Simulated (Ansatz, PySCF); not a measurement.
Species: CH4BO2, charge 0, multiplicity 2. It need not be the lowest isomer of its formula. 
Coordinates optimised at B3LYP-D3(BJ)/def2-TZVP (Ansatz, an electronic-structure program):
SMILES: B(O)(O)[CH2]
```xyz
8

B     -0.0430     0.0028     0.0042
C      1.4937    -0.0976    -0.1459
O     -0.7870     0.9563    -0.6403
O     -0.7654    -0.8549     0.7920
H      2.0913    -0.8488     0.3601
H      2.0743     0.5767    -0.7671
H     -0.2648     1.5478    -1.1872
H     -0.2282    -1.5156     1.2353
```
Charge 0, spin multiplicity 2.

Dipole moments at this geometry, in debye (magnitudes).

```csv
level,program,dipole (D)
HF/def2-TZVPD,PySCF,3.18
BLYP/def2-TZVPD,Ansatz,2.66
r2SCAN/def2-TZVPD,Ansatz,2.74
B97M-V/def2-TZVPD,Ansatz,2.73
B3LYP/def2-TZVPD,PySCF,2.84
PBE0/def2-TZVPD,Ansatz,?
BHLYP/def2-TZVPD,Ansatz,3.03
TPSSh/def2-TZVPD,PySCF,2.75
r2SCAN0/def2-TZVPD,Ansatz,2.89
HSE06/def2-TZVPD,Ansatz,2.84
CAM-B3LYP/def2-TZVPD,Ansatz,2.95
wB97M-V/def2-TZVPD,Ansatz,2.88
wB97X-V/def2-TZVPD,Ansatz,2.92
CCSD(T)/aug-cc-pVDZ,Ansatz,?
```

Complete the blanks.


- PBE0/def2-TZVPD, dipole (D): 2.84
- CCSD(T)/aug-cc-pVDZ, dipole (D): 2.81
